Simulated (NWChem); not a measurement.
Molecule: C2H5NOSi; SMILES N1[SiH2]COC=1

```xyz
10

C      0.9097     1.0461     0.0000
N      1.3321    -0.1551     0.0000
Si    -0.0807    -1.2046     0.0000
C     -1.3033     0.2827     0.0000
O     -0.3965     1.4298     0.0000
H      1.5565     1.9253     0.0000
H     -0.1722    -2.0650     1.2081
H     -0.1722    -2.0650    -1.2081
H     -1.9364     0.3713    -0.8876
H     -1.9364     0.3713     0.8876
```
Atoms are numbered in this order, from 1.

Program: NWChem. The geometry was optimised at B3LYP/6-31G* (spherical d).

### Question
Estimate the computed values for PBE0/cc-pVTZ. Quantities: highest occupied level (eV); orbital gap (eV); dipole (D).

### Answer
highest occupied level (eV): -7.83
orbital gap (eV): 7.77
dipole (D): 1.80
